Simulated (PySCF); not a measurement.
# Excitation energy of He by level of theory

He 1s2 (1S) → He 1s1 2p1 (3P), as a difference of total energies. Calculation: PySCF 2.14, in x2c-QZVPPall with one added diffuse shell each of s, p, d type (5s4p3d1f, 39 functions); scalar relativity by spin-free X2C-1e. Correlated levels: valence: nothing frozen. The calculations carry no spin-orbit coupling.

Order these methods by the excitation energy they give, lowest first.
A. UHF
B. CCSD (valence)
C. MP2 (valence)
D. SCS-MP2 (valence)

A (181600 cm⁻¹), C (188740 cm⁻¹), B (189710 cm⁻¹), D (190740 cm⁻¹).

Errors of the correlated levels include the incompleteness of this basis.

The promoted electron is Rydberg-like, and one or two diffuse shells describe it only roughly, which tends to raise the upper state.

With two correlated electrons CCSD is exact in that space.

For comparison: 169090 cm⁻¹ (measured; NIST levels, between the centres of gravity of the two terms).
